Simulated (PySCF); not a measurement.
Compound: CH₇FSeSi₂.
Atom-mapped SMILES: `[CH3:1][Si@@H:2]([F:3])[Se:4][SiH3:5]` (hydrogens: H6, H7, H8 on C1; H9 on Si2; H10, H11, H12 on Si5)

Computed by this run: PySCF 2.14.0, PBE0-D3(BJ)/def2-SVP geometry optimisation, gas phase; density fitting, grid level 1; the optimiser is geomeTRIC in internal coordinates, started from a GFN2-xTB structure with every atom displaced at random (about 0.01 Å).

Geometry at step 1:
```
atom  x, y, z in Å
C1     -2.1688   -0.0102   -0.7463
Si2    -0.8270   -0.1858    0.5242
F3     -0.0054   -1.5896    0.3240
Se4     0.6013    1.5703    0.3461
Si5     2.4794    0.2492    0.2033
H6     -1.7503   -0.1246   -1.7612
H7     -2.9678   -0.7574   -0.6068
H8     -2.6253    0.9879   -0.6841
H9     -1.4245   -0.2080    1.8865
H10     3.5844    1.2445    0.1107
H11     2.4743   -0.6041   -1.0200
H12     2.6638   -0.6005    1.4122
```

Question: Give the atomic forces at this geometry.

Answer: 
```csv
atom,Fx (eV/Å),Fy (eV/Å),Fz (eV/Å)
C1,0.046,-0.248,-0.275
Si2,-0.423,0.071,0.134
F3,-0.036,0.228,-0.021
Se4,0.256,-0.176,-0.035
Si5,0.036,0.105,-0.060
H6,-0.059,0.017,0.068
H7,0.075,-0.001,0.007
H8,0.021,0.081,0.064
H9,0.104,-0.107,0.064
H10,0.044,-0.010,0.007
H11,-0.031,0.032,0.023
H12,-0.031,0.007,0.024
```

The largest, 0.45 eV/Å, acts on Si2; the rms over all components is 0.125 eV/Å. The forces sum to zero within rounding, as they must for an isolated molecule in no field.

Question: Give the force on Si2 in Eh/bohr and in nN.

Answer: 0.449 eV/Å ÷ 51.422 = 0.00874 Eh/bohr, and 0.449 eV/Å × 1.602 = 0.72 nN.

Question: How far is this geometry from the end of the optimisation?

Answer: 0.023 eV above it, and 0.060 Å rms away after alignment. The bonds farthest from their final lengths, with half the difference of the two atoms' forces along the bond (positive lengthens):

```csv
bond,now (Å),final (Å),force along bond (eV/Å)
Si2–Se4,2.271,2.280,+0.12
Se4–Si5,2.301,2.293,-0.17
C1–H6,1.104,1.101,-0.19
Si2–F3,1.639,1.636,+0.04
Si5–H11,1.492,1.490,-0.01
C1–H8,1.099,1.101,+0.16
```

The angle farthest from its final value is F3–Si2–Se4, 109.7° against 106.7°.

The cost below is that of the whole optimisation. On one thread of an Arm Neoverse V1, on a shared host, this took 76 s wall and 0.55 GiB of memory at its peak.
